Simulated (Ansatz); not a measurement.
Ansatz (a first-principles code) input (B3LYP-D3(BJ)/def2-TZVP):

Ansatz 0.2 input:
```yaml
crystal:
  periodic: [false, false, false]
  atoms:
    - {symbol: C, position_ang: [-2.22668425, -0.13517581, -0.01903695]}
    - {symbol: C, position_ang: [-0.74225317, -0.20239316, 0.14181721]}
    - {symbol: C, position_ang: [-0.01911908, -1.02540948, 0.96438830]}
    - {symbol: C, position_ang: [1.36205259, -0.77820648, 0.82236165]}
    - {symbol: C, position_ang: [1.74568159, 0.16972963, -0.04511369]}
    - {symbol: S, position_ang: [0.30454438, 0.83879899, -0.76989646]}
    - {symbol: H, position_ang: [-2.61582906, 0.85256276, 0.23739355]}
    - {symbol: H, position_ang: [-2.70184060, -0.86471889, 0.63675909]}
    - {symbol: H, position_ang: [-2.53158165, -0.35466550, -1.04455126]}
    - {symbol: H, position_ang: [-0.46242922, -1.75657614, 1.62380616]}
    - {symbol: H, position_ang: [2.72090424, 0.53134573, -0.32156334]}
basis:
  gaussian:
    orbitals: def2-TZVP
hamiltonian:
  xc: b3lyp
  dispersion: d3bj
magnetization: {spin_polarized: true, initial_magnetization: 1}
phonons: {temperatures: {t_min: 298.15, t_max: 298.15, t_step: 100}}
```

Output:

```
Functional definition: B3LYP
integrals: 0.16 GiB planned
1391 factors; their error is unknown
mean field: 1.90 GiB planned
mean field evaluation 1: about -16085.3605 eV, gradient 5.8e1 eV
mean field evaluation 2: about -16045.3993 eV, gradient 1.0e2 eV
mean field evaluation 4: about -16100.9237 eV, gradient 1.4e1 eV
mean field evaluation 8: about -16101.9888 eV, gradient 2.6e-1 eV
mean field evaluation 16: about -16101.9968 eV, gradient 3.8e-3 eV
mean field -16101.99683546 eV, -591.7374693779 hartree, gradient 4.0e-5 eV, S^2 0.757743; 0 other end points of the search recorded, 0 dependent functions left out
the calculation of the forces begins
reference -16101.99710776 eV, -591.7374793847 hartree; 26, 25 occupied and 196, 197 virtual orbitals, 1391 factors
these checks for a lower state are left out or cut short: stability, starts, cluster_reference, orbital_swaps, neighbouring_geometries, increment
integrals: 0.16 GiB planned
1391 factors; their error is unknown
mean field: 1.90 GiB planned
mean field evaluation 32: about -16101.9967 eV, gradient 2.6e-6 eV
mean field -16101.99666550 eV, -591.7374631318 hartree, gradient 2.6e-6 eV, S^2 0.757743; 0 other end points of the search recorded, 0 dependent functions left out
the calculation of the forces begins
reference -16101.99693776 eV, -591.7374731372 hartree; 26, 25 occupied and 196, 197 virtual orbitals, 1391 factors
these checks for a lower state are left out or cut short: stability, starts, cluster_reference, orbital_swaps, neighbouring_geometries, increment
integrals: 0.16 GiB planned
1391 factors; their error is unknown
mean field: 1.90 GiB planned
mean field -16101.99666084 eV, -591.7374629606 hartree, gradient 2.6e-6 eV, S^2 0.757743; 0 other end points of the search recorded, 0 dependent functions left out
the calculation of the forces begins
reference -16101.99693318 eV, -591.7374729689 hartree; 26, 25 occupied and 196, 197 virtual orbitals, 1391 factors
these checks for a lower state are left out or cut short: stability, starts, cluster_reference, orbital_swaps, neighbouring_geometries, increment
integrals: 0.16 GiB planned
1391 factors; their error is unknown
mean field: 1.90 GiB planned
mean field -16101.99663680 eV, -591.7374620772 hartree, gradient 3.1e-6 eV, S^2 0.757744; 0 other end points of the search recorded, 0 dependent functions left out
the calculation of the forces begins
reference -16101.99690915 eV, -591.7374720857 hartree; 26, 25 occupied and 196, 197 virtual orbitals, 1391 factors
these checks for a lower state are left out or cut short: stability, starts, cluster_reference, orbital_swaps, neighbouring_geometries, increment
integrals: 0.16 GiB planned
1391 factors; their error is unknown
mean field: 1.90 GiB planned
mean field -16101.99672618 eV, -591.7374653617 hartree, gradient 3.0e-6 eV, S^2 0.757742; 0 other end points of the search recorded, 0 dependent functions left out
the calculation of the forces begins
reference -16101.99699844 eV, -591.7374753670 hartree; 26, 25 occupied and 196, 197 virtual orbitals, 1391 factors
these checks for a lower state are left out or cut short: stability, starts, cluster_reference, orbital_swaps, neighbouring_geometries, increment
integrals: 0.16 GiB planned
1391 factors; their error is unknown
mean field: 1.90 GiB planned
mean field -16101.99666227 eV, -591.7374630131 hartree, gradient 2.6e-6 eV, S^2 0.757728; 0 other end points of the search recorded, 0 dependent functions left out
the calculation of the forces begins
reference -16101.99693456 eV, -591.7374730196 hartree; 26, 25 occupied and 196, 197 virtual orbitals, 1391 factors
these checks for a lower state are left out or cut short: stability, starts, cluster_reference, orbital_swaps, neighbouring_geometries, increment
integrals: 0.16 GiB planned
[...]
1391 factors; their error is unknown
mean field: 1.90 GiB planned
mean field -16101.99682101 eV, -591.7374688466 hartree, gradient 2.6e-6 eV, S^2 0.757743; 0 other end points of the search recorded, 0 dependent functions left out
the calculation of the forces begins
reference -16101.99709331 eV, -591.7374788534 hartree; 26, 25 occupied and 196, 197 virtual orbitals, 1391 factors
these checks for a lower state are left out or cut short: stability, starts, cluster_reference, orbital_swaps, neighbouring_geometries, increment
integrals: 0.16 GiB planned
1391 factors; their error is unknown
mean field: 1.90 GiB planned
mean field -16101.99681267 eV, -591.7374685400 hartree, gradient 2.6e-6 eV, S^2 0.757743; 0 other end points of the search recorded, 0 dependent functions left out
the calculation of the forces begins
reference -16101.99708497 eV, -591.7374785469 hartree; 26, 25 occupied and 196, 197 virtual orbitals, 1391 factors
these checks for a lower state are left out or cut short: stability, starts, cluster_reference, orbital_swaps, neighbouring_geometries, increment
integrals: 0.16 GiB planned
1391 factors; their error is unknown
mean field: 1.90 GiB planned
mean field -16101.99673844 eV, -591.7374658123 hartree, gradient 2.6e-6 eV, S^2 0.757743; 0 other end points of the search recorded, 0 dependent functions left out
the calculation of the forces begins
reference -16101.99701071 eV, -591.7374758180 hartree; 26, 25 occupied and 196, 197 virtual orbitals, 1391 factors
these checks for a lower state are left out or cut short: stability, starts, cluster_reference, orbital_swaps, neighbouring_geometries, increment
integrals: 0.16 GiB planned
1391 factors; their error is unknown
mean field: 1.90 GiB planned
mean field evaluation 256: about -16101.9911 eV, gradient 3.1e-4 eV
mean field -16101.99675874 eV, -591.7374665582 hartree, gradient 2.6e-6 eV, S^2 0.757743; 0 other end points of the search recorded, 0 dependent functions left out
the calculation of the forces begins
reference -16101.99703107 eV, -591.7374765661 hartree; 26, 25 occupied and 196, 197 virtual orbitals, 1391 factors
these checks for a lower state are left out or cut short: stability, starts, cluster_reference, orbital_swaps, neighbouring_geometries, increment
integrals: 0.16 GiB planned
1391 factors; their error is unknown
mean field: 1.90 GiB planned
mean field -16101.99678775 eV, -591.7374676244 hartree, gradient 2.6e-6 eV, S^2 0.757743; 0 other end points of the search recorded, 0 dependent functions left out
the calculation of the forces begins
reference -16101.99706005 eV, -591.7374776313 hartree; 26, 25 occupied and 196, 197 virtual orbitals, 1391 factors
these checks for a lower state are left out or cut short: stability, starts, cluster_reference, orbital_swaps, neighbouring_geometries, increment
integrals: 0.16 GiB planned
1391 factors; their error is unknown
mean field: 1.90 GiB planned
mean field -16101.99683754 eV, -591.7374694542 hartree, gradient 2.6e-6 eV, S^2 0.757743; 0 other end points of the search recorded, 0 dependent functions left out
the calculation of the forces begins
reference -16101.99710984 eV, -591.7374794610 hartree; 26, 25 occupied and 196, 197 virtual orbitals, 1391 factors
these checks for a lower state are left out or cut short: stability, starts, cluster_reference, orbital_swaps, neighbouring_geometries, increment
integrals: 0.16 GiB planned
1391 factors; their error is unknown
mean field: 1.90 GiB planned
mean field -16101.99670295 eV, -591.7374645081 hartree, gradient 2.6e-6 eV, S^2 0.757743; 0 other end points of the search recorded, 0 dependent functions left out
the calculation of the forces begins
reference -16101.99697518 eV, -591.7374745123 hartree; 26, 25 occupied and 196, 197 virtual orbitals, 1391 factors
these checks for a lower state are left out or cut short: stability, starts, cluster_reference, orbital_swaps, neighbouring_geometries, increment
integrals: 0.16 GiB planned
1391 factors; their error is unknown
mean field: 1.90 GiB planned
mean field evaluation 288: about -16101.9968 eV, gradient 3.1e-4 eV
mean field -16101.99677897 eV, -591.7374673018 hartree, gradient 2.6e-6 eV, S^2 0.757743; 0 other end points of the search recorded, 0 dependent functions left out
the calculation of the forces begins
reference -16101.99705135 eV, -591.7374773113 hartree; 26, 25 occupied and 196, 197 virtual orbitals, 1391 factors
these checks for a lower state are left out or cut short: stability, starts, cluster_reference, orbital_swaps, neighbouring_geometries, increment
integrals: 0.16 GiB planned
1391 factors; their error is unknown
mean field: 1.90 GiB planned
mean field -16101.99681667 eV, -591.7374686871 hartree, gradient 2.6e-6 eV, S^2 0.757742; 0 other end points of the search recorded, 0 dependent functions left out
the calculation of the forces begins
reference -16101.99708895 eV, -591.7374786933 hartree; 26, 25 occupied and 196, 197 virtual orbitals, 1391 factors
these checks for a lower state are left out or cut short: stability, starts, cluster_reference, orbital_swaps, neighbouring_geometries, increment
integrals: 0.16 GiB planned
1391 factors; their error is unknown
mean field: 1.90 GiB planned
mean field -16101.99681641 eV, -591.7374686777 hartree, gradient 2.7e-6 eV, S^2 0.757744; 0 other end points of the search recorded, 0 dependent functions left out
the calculation of the forces begins
reference -16101.99708873 eV, -591.7374786852 hartree; 26, 25 occupied and 196, 197 virtual orbitals, 1391 factors
these checks for a lower state are left out or cut short: stability, starts, cluster_reference, orbital_swaps, neighbouring_geometries, increment
integrals: 0.16 GiB planned
1391 factors; their error is unknown
mean field: 1.90 GiB planned
mean field -16101.99681251 eV, -591.7374685342 hartree, gradient 2.6e-6 eV, S^2 0.757745; 0 other end points of the search recorded, 0 dependent functions left out
the calculation of the forces begins
reference -16101.99708482 eV, -591.7374785416 hartree; 26, 25 occupied and 196, 197 virtual orbitals, 1391 factors
these checks for a lower state are left out or cut short: stability, starts, cluster_reference, orbital_swaps, neighbouring_geometries, increment
integrals: 0.16 GiB planned
1391 factors; their error is unknown
mean field: 1.90 GiB planned
mean field evaluation 320: about -16101.9968 eV, gradient 2.2e-6 eV
mean field -16101.99679498 eV, -591.7374678901 hartree, gradient 2.6e-6 eV, S^2 0.757741; 0 other end points of the search recorded, 0 dependent functions left out
the calculation of the forces begins
reference -16101.99706727 eV, -591.7374778964 hartree; 26, 25 occupied and 196, 197 virtual orbitals, 1391 factors
these checks for a lower state are left out or cut short: stability, starts, cluster_reference, orbital_swaps, neighbouring_geometries, increment
integrals: 0.16 GiB planned
1391 factors; their error is unknown
mean field: 1.90 GiB planned
mean field -16101.99680746 eV, -591.7374683488 hartree, gradient 2.9e-6 eV, S^2 0.757743; 0 other end points of the search recorded, 0 dependent functions left out
the calculation of the forces begins
reference -16101.99707979 eV, -591.7374783566 hartree; 26, 25 occupied and 196, 197 virtual orbitals, 1391 factors
these checks for a lower state are left out or cut short: stability, starts, cluster_reference, orbital_swaps, neighbouring_geometries, increment
integrals: 0.16 GiB planned
1391 factors; their error is unknown
mean field: 1.90 GiB planned
mean field -16101.99676352 eV, -591.7374667340 hartree, gradient 3.0e-6 eV, S^2 0.757743; 0 other end points of the search recorded, 0 dependent functions left out
the calculation of the forces begins
reference -16101.99703580 eV, -591.7374767399 hartree; 26, 25 occupied and 196, 197 virtual orbitals, 1391 factors
Total energy: -16102.52790404 eV, -591.7569857881 hartree
Atom 0 at    -2.226684    -0.135176    -0.019037 Å, force    -0.000594    -0.000268     0.000214 eV/Å
Atom 1 at    -0.742253    -0.202393     0.141817 Å, force     0.000115     0.000188    -0.000170 eV/Å
Atom 2 at    -0.019119    -1.025409     0.964388 Å, force    -0.001095     0.000226    -0.000285 eV/Å
Atom 3 at     1.362053    -0.778206     0.822362 Å, force     0.000581    -0.000301     0.000322 eV/Å
Atom 4 at     1.745682     0.169730    -0.045114 Å, force     0.000340     0.000043    -0.000018 eV/Å
Atom 5 at     0.304544     0.838799    -0.769896 Å, force     0.000699     0.000349    -0.000283 eV/Å
Atom 6 at    -2.615829     0.852563     0.237394 Å, force    -0.000117    -0.000260     0.000308 eV/Å
Atom 7 at    -2.701841    -0.864719     0.636759 Å, force     0.000888    -0.000257     0.000300 eV/Å
Atom 8 at    -2.531582    -0.354666    -1.044551 Å, force    -0.000112    -0.000331     0.000233 eV/Å
Atom 9 at    -0.462429    -1.756576     1.623806 Å, force    -0.000700     0.000730    -0.000733 eV/Å
Atom 10 at     2.720904     0.531346    -0.321563 Å, force    -0.000005    -0.000120     0.000113 eV/Å
Dipole moment:    -0.241142     0.013678    -0.028728 e Å
Vibrations: 78.08 229.79 306.31 455.05 543.18 557.73 665.01 678.72 724.52 803.88 818.95 996.37 1058.45 1067.07 1146.09 1188.04 1326.21 1417.27 1478.37 1479.06 1493.90 1540.79 3032.53 3080.21 3109.85 3215.68 3260.97 cm⁻¹, zero-point energy 2.216347 eV
```

It need not be the lowest isomer of its formula.
